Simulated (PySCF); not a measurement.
How methods differ on the excitation energy of Au

Au [Xe] 4f14 5d10 6s1 (2S) → Au [Xe] 4f14 5d10 6d1 (2D), as a difference of total energies. Computed with PySCF 2.14 in aug-cc-pVTZ-PP with one added diffuse shell each of s, p, d, f, g type with ECP60MDF (7s7p6d4f3g, 113 functions), with scalar relativity through the core potential. Correlated levels: valence: 5s2 5p6 frozen. The calculations carry no spin-orbit coupling.

| method | excitation energy (eV) |
| --- | --- |
| UHF | 6.264 |
| PBE0 | 7.412 |
| r2SCAN | 7.754 |
| r2SCANh | 7.686 |
| wB97X-V | 7.415 |
| r2SCAN0 | 7.587 |
| MP2 (valence) | 7.715 |
| SCS-MP2 (valence) | 7.525 |

Task: Estimate what LDA gives.

Result: 8.097 eV, closest to r2SCAN among the rows shown.

Task: Estimate what PBE gives.

Result: 7.637 eV, closest to r2SCANh among the rows shown.

The promoted electron is Rydberg-like, and one or two diffuse shells describe it only roughly, which tends to raise the upper state.
